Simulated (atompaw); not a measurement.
**Ar: one change to a PAW (atompaw) potential, before and after**

| Property | Result |
| --- | --- |
| Element | Ar (Z = 18) |
| Generator | atompaw 4.2.0.5 |
| Type | PAW |
| Functional | PBEsol |
| Relativity | scalar-relativistic |
| Frozen core | [Ne] |
| Valence charge | 8 |
| Reference configuration | 3s2 3p6 |
| Partial waves | 3s (bound): rc 1.25 bohr; 3s channel at 2.25 Ry: rc 1.25 bohr; 3p (bound): rc 1.25 bohr; 3p channel at -0.35 Ry: rc 1.25 bohr |
| Local potential | ultrasoft scheme with l = 2 at 1 Ry, radius 0.85 bohr |
| Core correction | smooth core density matched at 0.95 bohr |
| Augmentation charge | sinc compensation charge, radius 1.10 bohr; PAW radius 1.25 bohr; waves and projectors: custom rrkj vanderbiltortho |

All-electron outer shells of the reference configuration (PBEsol, scalar-relativistic, ld1.x):

```csv
shell,level (eV),outermost node (bohr),outermost maximum (bohr)
2s,-296.45,0.12,0.34
2p,-229.66,–,0.28
3s,-24.20,0.52,1.17
3p,-10.23,0.49,1.30
```

Change: all radii scaled by about 1.06 (s 1.32, p 1.32 bohr); local potential ultrasoft scheme with l = 2 at 1 Ry, radius 0.90 bohr; augmentation sinc compensation charge, radius 1.16 bohr; PAW radius 1.32 bohr; waves and projectors: custom rrkj vanderbiltortho; core correction smooth core density matched at 1.00 bohr.

Cutoffs: the cutoffs (Ry, on a coarse ladder) from which the occupation-weighted sum of valence levels, in a spherical-Bessel basis at the reference potential, stays within 10 and 1 mRy of its value at 400 Ry; they do not see the model core or the augmentation charge, which bear on the density cutoff.

What does the change do?

The potential gets neither clearly harder nor softer (30 Ry and 55 Ry → 35 Ry and 50 Ry); the p channel sets the loose cutoff, while the largest relative change is in s, which becomes softer; neither file shows a bound ghost.

```tsv
quantity	base	changed
cutoff, loose	30 Ry	35 Ry
cutoff, tight	55 Ry	50 Ry
loose cutoff by channel (10 mRy a level)	s 15 Ry, p 21 Ry	s 8 Ry, p 21 Ry
bound ghosts	none	none
lowest overlap eigenvalue by channel	s 0.36, p 0.70	s 0.35, p 0.72
```

 The cutoffs see the waves, projectors and local potential, not the compensation charge or the core.
